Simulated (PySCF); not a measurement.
C₆ coefficients of unlike pairs at PBE0

Calculated with PySCF 2.14 from the dipole response of each species, C₆(A,B) = (3/π) ∫ α_A(iu) α_B(iu) du, in atomic units, from isotropic polarisabilities. For ions this is the dispersion term alone; charge-induced terms of lower order in 1/R come first.

```csv
species,configuration,basis,relativity,α (bohr³),C₆ (like pair)
P⁺,[Ne] 3s2 3p2 (3P),aug-cc-pVDZ-DK (5s4p2d),spin-free X2C,14.28,74.26
Ti⁺,[Ar] 3d2 4s1 (4F),def2-QZVPPD (11s6p5d3f2g),none,51.15,327.5
Hg³⁺,[Xe] 4f14 5d9 (2D),def2-TZVPPD with the def2 core potential (60 electrons) (6s6p3d2f1g),core potential,5.201,29.58
B²⁺,[He] 2s1 (2S),def2-TZVPPD (6s3p3d1f),none,7.211,9.655
```

Problem. Estimate C₆ for B²⁺ with Hg³⁺.

Solution. The integral gives 12.27. The combination rule 2 C_A C_B / (C_A α_B/α_A + C_B α_A/α_B) gives 11.91 and the geometric mean 16.90.

No spin-orbit coupling is included.

The other pairs:

```csv
pair,C₆
"Hg³⁺, Ti⁺",67.81
"B²⁺, Ti⁺",55.45
"Ti⁺, P⁺",141.5
"B²⁺, P⁺",25.54
"Hg³⁺, P⁺",40.15
```
